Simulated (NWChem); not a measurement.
System: CH$_{2}$BrF; SMILES BrCF

Computed with NWChem. Medium grid unless said otherwise, to which SCAN and Minnesota functionals are sensitive. Coordinates come from a PBE0/def2-SVP optimisation. Hybrids' shares of exact exchange are those that their runs print; pure functionals count as 0. The functionals differ in more than this share.

```
row                                     share of exact exchange  highest occupied level (eV)
--------------------------------------  -----------------------  ---------------------------
LDA (Slater exchange, VWN5)/def2-TZVPD                     0.00                        -7.10
PBE/def2-TZVPD                                             0.00                        -6.97
B3LYP/def2-TZVPD                                           0.20                        -8.05
PBE0/def2-TZVPD                                            0.25                        -8.30
M06-2X/def2-TZVPD                                          0.54                        -9.55
Hartree-Fock/def2-TZVPD                                    1.00                     withheld
```

Question: Fit a straight line of the last column on the one before it, predict the withheld value, and compare with the run.

Answer: 
1. Means of the 5 shown rows: x = 0.198, y = -7.994. Slope Σ(x − x̄)(y − ȳ)/Σ(x − x̄)² = -0.9279/0.1981 = -4.685; intercept -7.066.
2. The shown rows scatter about the line by 0.061 (root mean square); the largest residual is +0.10, at PBE/def2-TZVPD.
3. At x = 1.00 (Hartree-Fock/def2-TZVPD; beyond the shown range) the line gives -11.75.
4. The run gives -11.34, +0.41 from the line, 6.7 times the scatter.
